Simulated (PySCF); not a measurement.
Compound: C6H6N2O2.
Z-matrix (Å and degrees, PBE0-D3(BJ)/def2-SVP geometry), rows numbered from 1:
```
C 
O   1  1.4185
C   2  1.3329  1  115.90
O   3  1.2032  2  124.04  1    -0.30
C   3  1.4901  2  111.98  1   179.58
C   5  1.3863  3  124.00  2    -0.39
C   6  1.3958  5  116.54  3  -179.78
N   7  1.3291  6  123.43  5     0.05
N   8  1.3168  7  120.05  6    -0.10
C   9  1.3270  8  119.84  7     0.08
H   1  1.1000  2  110.56  3   -64.17
H   1  1.0994  2  110.73  3    56.05
H   1  1.0956  2  106.29  3   176.15
H   6  1.0910  5  121.41  3     0.21
H   7  1.0941  6  121.25  5   179.99
H  10  1.0936  5  120.05  3    -0.20
```

All values: CAM-B3LYP/def2-SVPD (PySCF, non-relativistic), on one gas-phase PBE0-D3(BJ)/def2-SVP geometry that isn't relaxed in the solvent. The solvent is an IEF-PCM continuum (Bondi radii, 1.10 Å for H, scaled by 1.2), and excitations are vertical TDDFT with non-equilibrium linear response and a frozen core. The model holds no explicit solvent molecules, cavitation or dispersion.

Gas-phase singlets (H = HOMO, L = LUMO):

```json
{"state": "S1", "E (eV)": "3.333", "λ (nm)": "372", "f": "0.003", "leading configurations": "H→L 94%"}
{"state": "S2", "E (eV)": "4.209", "λ (nm)": "295", "f": "0.001", "leading configurations": "H→L+1 98%"}
{"state": "S3", "E (eV)": "5.106", "λ (nm)": "243", "f": "0.000", "leading configurations": "H-2→L 84%, H-2→L+4 12%"}
{"state": "S4", "E (eV)": "5.421", "λ (nm)": "229", "f": "0.052", "leading configurations": "H-1→L 75%, H-3→L+1 14%"}
{"state": "S5", "E (eV)": "5.548", "λ (nm)": "223", "f": "0.000", "leading configurations": "H-4→L 94%"}
```

What are the lowest 5 singlets in chloroform (ε = 4.711)?

| state | E (eV) | λ (nm) | f | leading configurations | change by rank (eV) |
| --- | --- | --- | --- | --- | --- |
| S1 | 3.549 | 349 | 0.004 | H→L 94% | +0.216 |
| S2 | 4.460 | 278 | 0.001 | H→L+1 97% | +0.251 |
| S3 | 5.156 | 240 | 0.000 | H-2→L 80%, H-2→L+4 10% | +0.050 |
| S4 | 5.406 | 229 | 0.075 | H-1→L 79%, H-3→L+1 12% | -0.015 |
| S5 | 5.674 | 219 | 0.000 | H-5→L 94% | +0.126 |

How does the list change in dimethylsulfoxide (ε = 46.83)?

```json
{"state": "S1", "E (eV)": "3.651", "λ (nm)": "340", "f": "0.004", "leading configurations": "H→L 94%", "change by rank (eV)": "+0.318"}
{"state": "S2", "E (eV)": "4.572", "λ (nm)": "271", "f": "0.001", "leading configurations": "H→L+1 97%", "change by rank (eV)": "+0.363"}
{"state": "S3", "E (eV)": "5.182", "λ (nm)": "239", "f": "0.000", "leading configurations": "H-2→L 55%, H-3→L 29%", "change by rank (eV)": "+0.076"}
{"state": "S4", "E (eV)": "5.415", "λ (nm)": "229", "f": "0.075", "leading configurations": "H-1→L 79%", "change by rank (eV)": "-0.006"}
{"state": "S5", "E (eV)": "5.733", "λ (nm)": "216", "f": "0.000", "leading configurations": "H-5→L 94%", "change by rank (eV)": "+0.185"}
```

The ground-state energy changes by -0.437 eV from gas to dimethylsulfoxide. By how much does the total energy of gas-phase S2 change?

E(S2) = E(S0) + excitation energy, so it changes by -0.437 + 0.363 = -0.074 eV: it is lowered less than the ground state, which is what a blue shift means. This is the vertical state, with the slow part of the continuum still set for S0.

How do the frontier levels move from gas to dimethylsulfoxide?

```json
{"orbital": "LUMO+2", "gas (eV)": "0.88", "solvent (eV)": "1.21", "change (eV)": "+0.33", "Löwdin shares, gas": "C1 20 %, C3 17 %, O2 11 %, C6 9 %", "Löwdin shares, solvent": "C3 20 %, C1 14 %, O4 12 %, C10 8 %"}
{"orbital": "LUMO+1", "gas (eV)": "-0.22", "solvent (eV)": "-0.18", "change (eV)": "+0.04", "Löwdin shares, gas": "C10 23 %, N9 19 %, C7 17 %, C6 16 %", "Löwdin shares, solvent": "C10 24 %, N9 19 %, C6 16 %, C7 16 %"}
{"orbital": "LUMO", "gas (eV)": "-1.36", "solvent (eV)": "-1.33", "change (eV)": "+0.03", "Löwdin shares, gas": "N8 18 %, C5 17 %, C6 14 %, C3 11 %", "Löwdin shares, solvent": "N8 18 %, C5 17 %, C6 15 %, C3 11 %"}
{"orbital": "HOMO", "gas (eV)": "-8.47", "solvent (eV)": "-8.79", "change (eV)": "-0.32", "Löwdin shares, gas": "N9 39 %, N8 38 %, C10 8 %, C7 8 %", "Löwdin shares, solvent": "N9 38 %, N8 38 %, C10 8 %, C7 8 %"}
{"orbital": "HOMO-1", "gas (eV)": "-10.03", "solvent (eV)": "-10.03", "change (eV)": "0.00", "Löwdin shares, gas": "C10 23 %, C7 22 %, N8 15 %, N9 14 %", "Löwdin shares, solvent": "C7 23 %, C10 22 %, N8 16 %, N9 16 %"}
{"orbital": "HOMO-2", "gas (eV)": "-10.38", "solvent (eV)": "-10.37", "change (eV)": "+0.01", "Löwdin shares, gas": "O4 67 %, O2 10 %, C3 8 %, C5 6 %", "Löwdin shares, solvent": "O4 43 %, O2 12 %, C5 11 %, C6 8 %"}
{"orbital": "HOMO-3", "gas (eV)": "-10.46", "solvent (eV)": "-10.39", "change (eV)": "+0.07", "Löwdin shares, gas": "C6 25 %, C5 23 %, N9 15 %, N8 12 %", "Löwdin shares, solvent": "O4 24 %, C5 17 %, C6 15 %, O2 10 %"}
```

The HOMO–LUMO gap goes from 7.11 to 7.46 eV. Rows go by rank; for HOMO-3, HOMO-2 and LUMO+2 the atom shares or the degeneracy differ between the runs, so the row needn't follow one orbital.
